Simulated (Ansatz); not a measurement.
Ansatz (a quantum-chemistry and plane-wave program) input (PBE-QIDH/def2-TZVPD):

Ansatz 0.2 input:
```yaml
crystal:
  periodic: [false, false, false]
  atoms:
    - {symbol: S, position_ang: [-0.81280242, -0.12519103, 0.56065771]}
    - {symbol: S, position_ang: [0.89726807, 0.12289137, -0.59284163]}
    - {symbol: H, position_ang: [-1.70325745, -0.52859580, -0.37989177]}
    - {symbol: H, position_ang: [1.63475489, -0.58119172, 0.29133482]}
    - {symbol: H, position_ang: [-1.28294775, 1.14658208, 0.60349966]}
basis:
  gaussian:
    orbitals: def2-TZVPD
hamiltonian:
  xc: {name: PBE-QIDH}
total_charge: 1
magnetization: {spin_polarized: false}
correlation: {electrons: outside_noble_gas}
```

Output:

```
Functional definition: PBE-QIDH
integrals: 0.08 GiB planned
791 factors; integrals over basis functions are off by at most 7.4e-4 eV
mean field: 0.39 GiB planned
mean field evaluation 1: about -21694.6774 eV, gradient 1.8e1 eV
mean field evaluation 2: about -21694.9032 eV, gradient 1.8e1 eV
mean field evaluation 4: about -21695.9095 eV, gradient 1.6e0 eV
mean field evaluation 8: about -21695.9195 eV, gradient 1.6e-1 eV
mean field evaluation 16: about -21695.9196 eV, gradient 1.1e-4 eV
mean field -21695.91957193 eV, -797.3103382458 hartree, gradient 4.4e-6 eV, S^2 0.000000; 0 other end points of the search recorded, 0 dependent functions left out
10 core orbitals not correlated
reference -21695.91958214 eV, -797.3103386210 hartree; 7, 7 occupied and 102, 102 virtual orbitals, 791 factors
second order -10.67696173 eV of doubles, -0.00000000 eV of singles
Total energy: -21699.47856938 eV, -797.4411289898 hartree
```

It need not be the lowest isomer of its formula.
